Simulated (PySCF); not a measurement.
Species: C6H11Cl.
Structure used (PBE0-D3(BJ)/def2-SVP), in Å, numbered top down from 1:
```
atom  x, y, z in Å
C1    -0.9881    0.8691   -0.3688
C2    -0.2204   -0.3149    0.1423
C3    -0.8515   -1.6305   -0.2215
C4     0.9171   -0.2095    0.8639
C5     1.5207    1.0783    1.3420
C6     1.6876   -1.4173    1.2915
Cl7    1.3982   -1.8184    3.0342
H8    -1.9461    0.9729    0.1702
H9    -0.4465    1.8185   -0.2841
H10   -1.2458    0.7228   -1.4310
H11   -0.6609   -1.8869   -1.2786
H12   -1.9459   -1.5606   -0.1136
H13   -0.5178   -2.4671    0.4046
H14    0.8906    1.9557    1.1572
H15    2.5038    1.2571    0.8730
H16    1.6945    1.0136    2.4288
H17    1.4389   -2.3190    0.7235
H18    2.7695   -1.2422    1.2066
```

Computed with TDDFT CAM-B3LYP/def2-SVPD, vertical, gas phase, core orbitals frozen in the response (PySCF).

Transition dipole moments from the ground state, in atomic units and in the frame of the coordinates above (overall signs are arbitrary), for the states with f of 0.002 or more among the lowest 8:

```tsv
state	E (eV)	μx	μy	μz
S1	6.147	-1.052	0.221	-1.046
S2	6.524	0.684	-0.097	0.366
S3	6.851	-0.030	0.098	-0.082
S4	6.883	0.235	0.084	0.287
S5	7.252	-0.504	-0.172	-0.333
S7	7.788	-0.443	-0.304	-0.238
S8	7.970	-0.077	-0.079	0.116
```

**Question.** What oscillator strength does each state have?

**Answer.** f = (2/3) ΔE |μ|² with ΔE in hartree (27.2114 eV).

```csv
state,|μ|² (au),|μ| (D),f
S1,2.250,3.81,0.339
S2,0.611,1.99,0.098
S3,0.017,0.33,0.003
S4,0.145,0.97,0.024
S5,0.394,1.60,0.070
S7,0.346,1.49,0.066
S8,0.026,0.41,0.005
```

**Question.** Which bond between heavy atoms lies closest to the direction of the S1 transition dipole?

**Answer.** C2–C4, at 18° from it; next C1–C2 at 45°.

**Question.** What angle do the transition dipoles of S1 and S2 make?

**Answer.** |cos θ| = |μa·μb| / (|μa| |μb|) = 0.96, so θ ≈ 17° (taken between 0 and 90°, since the signs are arbitrary).

**Question.** What peak molar absorption coefficient would the strongest computed level give as a lone Gaussian band 0.4 eV wide at half height?

**Answer.** ε(max) = 2.175×10⁸ f / FWHM, with the width in cm⁻¹. S1: 2.175×10⁸ × 0.3388 / 3226 ≈ 23000 L mol⁻¹ cm⁻¹.

The vertical ionisation energy (ΔSCF) is 8.73 eV, 0.76 eV above S8.

One conformer stands for the species.
